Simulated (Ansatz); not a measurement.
`[SnH3][CH2][SnH3]` + `N/C=C\F` → `N/C=[CH]/[SnH3]` + `F[CH2][SnH3]`  (formal exchange of groups at the Sn–C bond)

Gas-phase electronic energies from Ansatz, PBE0-D4/def2-TZVP geometries. CBS: MP2 limit from def2 TZ/QZ plus the TZ coupled-cluster correction, frozen cores. Double bonds are as drawn, so ΔE can hold a change between cis and trans. DFT in def2-TZVPP. Elements past krypton have def2 core potentials. For Sn outer-core shells are correlated without core-valence functions, which leaves a few kJ/mol of doubt a bond. Each species was taken in one conformer, which may not be the lowest.

```csv
species,ωB97X-V energy (Eh)
`[SnH3][CH2][SnH3]`,-471.43513
`N/C=C\F`,-233.20476
`N/C=[CH]/[SnH3]`,-349.42084
`F[CH2][SnH3]`,-355.20786
```

Work out ΔE.

ΔE = (-349.42084) + (-355.20786) − (-471.43513) − (-233.20476) = 0.01119 Eh = +29.4 kJ/mol. CCSD(T)/CBS gives +34.4 kJ/mol.

Largest T1 diagnostic among the species: 0.013.

In def2-TZVPP, CCSD(T) changes the Hartree–Fock value by +8.1 kJ/mol (the triples alone add +0.5 kJ/mol) and MP2 by +9.9 kJ/mol.
